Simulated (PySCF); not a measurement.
N-ethenylpropan-2-imine (C₅H₉N), SMILES C=CN=C(C)C.

Geometry optimised at B3LYP-D3(BJ)/def2-SVP. One conformer was computed; it need not be the lowest.

Two levels are set side by side: TDA-PBE/def2-SVPD (PySCF) and TDA-LC-ωPBE/def2-SVPD (PySCF). Vertical, same geometry. The lowest singlet is HOMO→LUMO 89 % with PBE and HOMO→LUMO 76 % with the other functional; states are paired by order. Differences are taken from unrounded values.

```csv
quantity,TDA-PBE
lowest singlet excitation (eV),4.25
lowest triplet excitation (TDA) (eV),3.37
first bright state (f over 0.05) (eV),4.25
its oscillator strength,0.05
```

**Question.** These are the TDA-PBE values. What does TDA-LC-ωPBE give? (The exact figures need the calculation; the answer reports its results.)

**Answer.** 
| quantity | TDA-LC-ωPBE | TDA-PBE minus TDA-LC-ωPBE |
|---|---|---|
| lowest singlet excitation (eV) | 4.91 | -0.66 |
| lowest triplet excitation (TDA) (eV) | 3.61 | -0.24 |
| first bright state (f over 0.05) (eV) | 6.75 | -2.50 |
| its oscillator strength | 0.26 | -0.21 |

Functionals without exact exchange tend to place singlet excitations lower, as here. Differences between two approximate levels are no errors against the true value.

Rough cost on one machine, each run with all the roots and properties that it gave: TDA-LC-ωPBE against TDA-PBE about 3 times.
